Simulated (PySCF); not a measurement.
## HgH at PBE0

Computed with PBE0; basis Hg cc-pVDZ-PP with ECP60, H cc-pVDZ; scalar-relativistic core potentials; PySCF 2.14.

```
state                                           : ²Σ⁺ (doublet), unpaired electrons σ ↑
bond length                                     : 1.764 Å
harmonic wavenumber                             : 1348 cm⁻¹
force constant                                  : 1.07 mdyn/Å
rotational constant Be                          : 5.402 cm⁻¹
anharmonicity ωexe                              : 82.7 cm⁻¹
vibration–rotation constant αe                  : 0.347 cm⁻¹
well depth De to Hg + H                         : 10.6 kcal/mol
dissociation energy D0                          : 8.7 kcal/mol
bond order (Mayer)                              : 0.75
dipole moment (positive dipole means Hg(−)H(+)) : -0.08 D
```

Spin–orbit coupling is left out. The state is the lowest determinant that a PBE0 search found; another state may lie lower at other levels.
